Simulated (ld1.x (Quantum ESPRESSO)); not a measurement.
## Before and after: TM potential for Bi (Z = 83)

| Quantity | Value |
| --- | --- |
| Element | Bi |
| Generator | ld1.x (Quantum ESPRESSO) 7.5 |
| Type | norm-conserving Troullier–Martins (Kleinman–Bylander form) |
| Functional | LDA (PZ) |
| Relativity | scalar-relativistic |
| Frozen core | [Xe] 4f14 5d10 |
| Valence charge | 5 |
| Reference configuration | 6s2 6p2.5 (charge +0.5) |
| Partial waves | 6p (bound): rc 2.25 bohr; 6s (bound): rc 2.05 bohr |
| Local potential | the s channel |
| Core correction | a·sin(br)/r model core inside 1.00 bohr |

Change: all radii but the core radius scaled by about 1.35 (s 2.76, p 3.04 bohr).

Cutoffs: the cutoffs (Ry, on a coarse ladder) from which the occupation-weighted sum of valence levels, in a spherical-Bessel basis at the reference potential, stays within 10 and 1 mRy of its value at 400 Ry; they do not see the model core or the augmentation charge, which bear on the density cutoff. Errors are all-electron minus pseudo energies relative to the spin-unpolarised reference configuration.

Q: Predict the effect on cutoff, ghosts and configuration errors.

A: The potential gets softer (25 Ry and 45 Ry → 12 Ry and 21 Ry); both files keep a bound ghost (d); of the 9 tests that both files solve, the error grows in 7 and shrinks in 0 by more than 15 % and 0.3 meV (median size 5.0 → 11.8 meV). A larger radius leaves more room for a smooth pseudo-wave, so fewer plane waves are needed. More of the atom is replaced by a form fitted at one configuration, so other configurations suffer.

| quantity | base | changed |
| --- | --- | --- |
| cutoff, loose | 25 Ry | 12 Ry |
| cutoff, tight | 45 Ry | 21 Ry |
| loose cutoff by channel (10 mRy a level) | p 10 Ry, s 21 Ry | p 6 Ry, s 8 Ry |
| bound ghosts | d | d |
| error for 6s2 6p3, meV [ΔE -3.21 eV] | +0.2 | +0.8 |
| error for 6s2 6p2, meV [ΔE 4.95 eV] | -5.0 | -4.3 |
| error for 6s2 6p1, meV [ΔE 20.51 eV] | -51 | -46 |
| error for 6s1 6p3, meV [ΔE 15.84 eV] | -48 | -65 |
| error for 6s2 6p3.3, meV [ΔE -4.36 eV] | -0.5 | +0.9 |
| error for 6s1 6p4, meV [ΔE 6.97 eV] | -21 | -42 |
| error for 6s0 6p5, meV [ΔE 17.51 eV] | -99 | -188 |
| error for 6s2 6p2.5 (spin-polarised), meV [ΔE -0.78 eV] | -3.4 | -12 |
| error for 6s2 6p3 (spin-polarised), meV [ΔE -4.23 eV] | -3.2 | -12 |

 A true bound ghost makes a file unfit for plane-wave use even where its test errors are small: the radial tests pick states by their node count and pass the ghost by.
